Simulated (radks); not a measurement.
All-electron atom: the thallium ion Tl56+ in [Ne] 3s1 3p6 3d7 4p1 (not the ground configuration). Method: Dirac Kohn-Sham, LDA (Slater exchange, Perdew-Zunger correlation), spin-unpolarised, spherical densities, finite nucleus; open shells are shared between the two j in proportion to 2j + 1; Fermi nuclear charge, rms radius 5.4759 fm; computed with a radial shooting solver on a logarithmic mesh with Libxc functionals.

Radial electron density D(r) = 4 pi r^2 rho(r):

| r (bohr) | D(r) (e/bohr) |
|---|---|
| 0.001429 | 19.46 |
| 0.001802 | 26.66 |
| 0.00229 | 36.30 |
| 0.002911 | 48.37 |
| 0.003672 | 62.23 |
| 0.004668 | 78.10 |
| 0.005886 | 93.49 |
| 0.007483 | 107.1 |
| 0.009513 | 115.4 |
| 0.012 | 116.7 |
| 0.01525 | 111.5 |
| 0.01923 | 105.1 |
| 0.02445 | 104.8 |
| 0.03108 | 116.3 |
| 0.0392 | 134.0 |
| 0.04983 | 143.0 |
| 0.06335 | 129.8 |
| 0.07989 | 105.9 |
| 0.1016 | 95.28 |
| 0.1281 | 101.7 |
| 0.1628 | 94.89 |
| 0.207 | 59.70 |
| 0.261 | 25.03 |
| 0.3318 | 8.622 |
| 0.4218 | 3.165 |
| 0.532 | 0.7554 |
| 0.6763 | 0.06547 |
| 0.8529 | 0.001848 |

D(r) has 3 maxima, at r = 0.0111, 0.0490, 0.138 bohr, and minima at 0.0220, 0.0999 bohr, inside which lie 2.05, 11.32 electrons.
